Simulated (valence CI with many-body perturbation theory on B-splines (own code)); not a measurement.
## Pr9+: fill in the table

Method: relativistic CI+MBPT: four valence electrons over a frozen Dirac-Fock core [Kr] 4d10, radial functions for each j: 7 s, 7 p, 7 d, 7 f, 4 g, 2 h, with the one-electron correlation potential Σ1 (screened to all orders), the two-electron term Σ2, the three-electron term Σ3, Breit, model QED; selected single and double excitations, second order for the rest, scaled by the run's own slope (own B-spline code, finite nucleus).

No measured spectrum was set against this ion. As an estimate, terms of the open shell hold to a few per cent of their energy, and close levels can change places; configurations with another count of f electrons can be misplaced by thousands of cm⁻¹. Among the levels kept, up to 430 cm⁻¹ of a level comes from second order outside the variational space, and about a tenth of that is noise between levels of different J, which matters for small intervals.

| Level | E (eV) |
| --- | --- |
| (5s^2 5p1/2^2) J=0 | 0.0000 |
| (4f5/2 5s^2 5p1/2) J=3 | 2.868 |
| (4f5/2 5s^2 5p1/2) J=2 | ? |
| (4f7/2 5s^2 5p1/2) J=3 | 3.511 |
| (5s^2 5p1/2 5p3/2) J=1 | 3.535 |
| (4f7/2 5s^2 5p1/2) J=4 | ? |
| (5s^2 5p1/2 5p3/2) J=2 | 4.540 |
| (4f5/2 5s^2 5p3/2) J=3 | 7.023 |
| (4f7/2 5s^2 5p3/2) J=4 | 7.463 |
| (4f5/2 5s^2 5p3/2) J=2 | ? |
| (4f7/2 5s^2 5p3/2) J=5 | 8.056 |
| (4f7/2 5s^2 5p3/2) J=3 | 8.061 |
| (5s^2 5p3/2^2) J=2 | 8.418 |
| (4f5/2 5s^2 5p3/2) J=1 | 8.479 |
| (4f5/2 5s^2 5p3/2) J=4 | ? |
| (4f5/2^2 5s^2) J=4 | ? |
| (4f5/2 4f7/2 5s^2) J=5 | 9.797 |
| (4f7/2^2 5s^2) J=6 | 10.106 |
| (4f5/2^2 5s^2) J=2 [a] | 10.276 |
| (4f5/2^2 5s^2) J=2 [b] | ? |

Levels are named by their leading jj configuration (3d3/2^4 stands for four electrons in 3d with j = 3/2), which in mixed levels can hold well under half, so a name can repeat and another be missing. Letters in brackets count levels of one name in rising energy.

(1) The levels stand in rising order. What does the calculation give for the missing energies?

## Answers

(1) (4f5/2 5s^2 5p1/2) J=2 3.145; (4f7/2 5s^2 5p1/2) J=4 3.761; (4f5/2 5s^2 5p3/2) J=2 7.808; (4f5/2 5s^2 5p3/2) J=4 8.820; (4f5/2^2 5s^2) J=4 9.507; (4f5/2^2 5s^2) J=2 [b] 10.362.
